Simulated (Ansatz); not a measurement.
```yaml
crystal:
  periodic: [false, false, false]
  atoms:
    - {symbol: B, position_ang: [-1.965150, 1.479903, 0.577809]}
    - {symbol: C, position_ang: [-0.810301, 0.833811, 0.046762]}
    - {symbol: C, position_ang: [0.135484, 0.303652, -0.387643]}
    - {symbol: O, position_ang: [1.127210, -0.230765, -0.861869]}
    - {symbol: Al, position_ang: [1.937957, -1.621473, -0.425613]}
    - {symbol: H, position_ang: [-2.535828, 1.017525, 1.461956]}
    - {symbol: H, position_ang: [-2.335903, 2.470145, 0.127834]}
    - {symbol: H, position_ang: [3.120807, -1.904240, -1.313673]}
    - {symbol: H, position_ang: [1.410685, -2.393005, 0.758022]}
basis:
  gaussian: {orbitals: def2-TZVPD}
magnetization: {spin_polarized: true, initial_magnetization: 8}
hamiltonian: {xc: {name: CAM-B3LYP}}
accuracy: high
```

```sh
$ ansatz run in.yaml --threads 2 --pin off --events-out ev --progress --plain --max-ram 4352MiB
```

It prints (some lines left out):

```
Functional definition: CAM-B3LYP
3654 factors; integrals over basis functions are off by at most 3.9e-9 eV
762 factors; integrals over basis functions are off by at most 2.3e-9 eV
mean field evaluation 1: about -11423.1589 eV, gradient 3.9e1 eV
mean field evaluation 2: about -11373.4252 eV, gradient 7.6e1 eV
mean field evaluation 4: about -11432.2078 eV, gradient 9.8e0 eV
mean field evaluation 8: about -11433.1846 eV, gradient 2.6e0 eV
mean field evaluation 16: about -11433.6248 eV, gradient 5.5e-2 eV
mean field evaluation 32: about -11433.6253 eV, gradient 1.8e-4 eV
mean field -11433.62527932 eV, -420.1779790253 hartree, gradient 7.2e-8 eV, S^2 20.026293; 6 other end points of the search recorded, 0 dependent functions left out
reference -11433.62529974 eV, -420.1779797758 hartree; 25, 17 occupied and 205, 213 virtual orbitals, 3654 factors
Total energy: -11433.62529974 eV, -420.1779797758 hartree
```

(1) Something in this input is off. What?

Answers

(1) The spin is set far too high for this molecule. Self-consistency was reached. The result belongs to that input, not to the molecule as meant.
